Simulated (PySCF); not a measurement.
**Mayer bond orders and bond lengths**

CH₆O₂Si₂.
SMILES with atom numbers: `[O:1]=[CH:2][SiH2:3][O:4][SiH3:5]` (hydrogens: H6 on C2; H7, H8 on Si3; H9, H10, H11 on Si5)

Geometry (PBE0-D3(BJ)/def2-SVP, Å), atoms numbered from 1 in this order:
```
atom  x, y, z in Å
O1     1.2798    1.3966    0.5768
C2     1.8197    0.3228    0.4431
Si3    0.7593   -1.1657   -0.1725
O4    -0.7558   -0.5606   -0.3680
Si5   -1.6429    0.8505   -0.2428
H6     2.9152    0.2187    0.6783
H7     1.3201   -1.6733   -1.4590
H8     0.7901   -2.2539    0.8477
H9    -3.0354    0.4979   -0.6466
H10   -1.1227    1.8935   -1.1713
H11   -1.6614    1.3509    1.1604
```

Bond orders from the PBE0/pcSseg-1 density (PySCF). One conformer (not necessarily the lowest) at the PBE0-D3(BJ)/def2-SVP geometry, without solvent, vibrations or thermal averaging.

**Question.** How far do the computed orders between heavy atoms stray from the drawn ones?

**Answer.** The largest departure is 0.185, at C2–Si3 (drawn single, 0.815). Drawn single, order below 0.88: C2–Si3 (0.815) and O4–Si5 (0.845).

**Question.** Set the Mayer orders of the bonds beside their lengths.

**Answer.** 
| bond | drawn as | length (Å) | Mayer order |
| --- | --- | --- | --- |
| O1–C2 | double | 1.209 | 1.937 |
| C2–Si3 | single | 1.928 | 0.815 |
| Si3–O4 | single | 1.643 | 0.976 |
| O4–Si5 | single | 1.671 | 0.845 |
| C2–H6 | single | 1.125 | 0.893 |
| Si3–H7 | single | 1.492 | 0.909 |
| Si3–H8 | single | 1.492 | 0.909 |
| Si5–H9 | single | 1.492 | 0.915 |
| Si5–H10 | single | 1.490 | 0.929 |
| Si5–H11 | single | 1.490 | 0.929 |

By pair of heavy elements: O–Si: lowest O4–Si5 (0.845, 1.671 Å), highest Si3–O4 (0.976, 1.643 Å).

**Question.** Sum the orders of all bonds at each heavy atom with more than one neighbour and set the sums beside the valence in the SMILES.

**Answer.** C2 3.645 (drawn 4), Si3 3.609 (drawn 4), O4 1.821 (drawn 2), Si5 3.618 (drawn 4). Orders between atoms that aren't bonded are not in these sums.

Mayer orders depend on the basis set.
